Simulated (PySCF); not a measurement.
B3LYP has the VWN-RPA correlation part, as in Gaussian. Delta-SCF ions had no search for a lower state. Excitations are Tamm–Dancoff values on a coarser integration grid. The basis has no diffuse functions, so Rydberg states are missing or too high.

Z-matrix (Å, degrees):
```
Ge
O 1 1.8052
C 2 1.4014 1 120.96
H 3 1.1036 2 108.93 1 179.76
H 3 1.1096 4 107.30 2 -122.52
H 3 1.1096 4 107.29 5 -114.94
C 1 1.9516 2 103.50 3 179.86
H 7 1.1001 1 110.04 2 59.28
H 7 1.1001 8 108.53 1 120.52
H 7 1.1009 8 108.73 9 118.12
C 1 1.9641 2 108.56 3 60.37
H 11 1.1005 1 110.17 2 55.89
H 11 1.1005 12 108.59 1 121.90
H 11 1.1014 12 108.53 13 117.39
C 1 1.9641 2 108.56 3 -60.66
H 15 1.1005 1 110.17 2 -55.94
H 15 1.1005 16 108.59 1 -121.89
H 15 1.1014 16 108.53 17 -117.38
```
Charge 0, multiplicity 1.

Give the HOMO, T1 excitation (TDA), dipole moment, S1 oscillator strength, LUMO, S1 excitation (TDA), S1–T1 gap (TDA) and vertical ionisation energy (Delta-SCF) at the level PySCF 2.14.0 with B3LYP-D3(BJ)/def2-TZVP // B3LYP-D3(BJ)/def2-SVP.


```json
{
 "HOMO": "-6.99 eV",
 "T1 excitation (TDA)": "6.40 eV",
 "dipole_moment": "1.46 D",
 "S1 oscillator strength": "0.013",
 "LUMO": "0.47 eV",
 "S1 excitation (TDA)": "6.60 eV",
 "S1–T1 gap (TDA)": "0.19 eV",
 "vertical ionisation energy (Delta-SCF)": "9.11 eV"
}
```
